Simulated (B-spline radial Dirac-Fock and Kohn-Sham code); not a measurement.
# Widths and yields of inner-shell holes in Ge³⁺

System: the Ge³⁺ ion, configuration [Ar] 3d10 4s1, inside a Watson sphere of charge -3 and radius 2.4 Å (a model of the Madelung potential; inside it an electron's potential energy is raised by 18.0 eV).

Method: a relativistic independent-particle model: LDA orbitals of the hole state, radiative multipoles to third order, Auger rates from the Coulomb interaction with a continuum orbital, Dirac-Fock energies. Computed with an atomic code on a B-spline grid.

Partial widths are in eV. Coster-Kronig decay leaves a hole in the same principal shell; its rates are the weakest part of the model, often 1.5 to 2.5 times too large and more for N holes. Holes without an open Auger channel, or with an unreliable SCF state, are not listed.

```csv
hole,radiative,Auger,Coster-Kronig,total,fluorescence yield,lifetime (fs)
K,1.02,0.858,0,1.88,0.543,0.350
L1,0.00849,0.571,7.14,7.72,?,?
L2,0.0123,0.817,0,0.829,0.0148,0.794
L3,0.0121,0.853,0,0.865,0.0140,0.761
M2,0.000196,0,3.33,3.33,5.89e-05,0.198
M3,0.000180,0,3.11,3.11,5.80e-05,0.211
```

Problem. What are the fluorescence yield and the lifetime of the L1 hole?

Solution. The yield is the radiative width over the total, 0.00110, and the lifetime is ħ/Γ = 0.0852 fs.
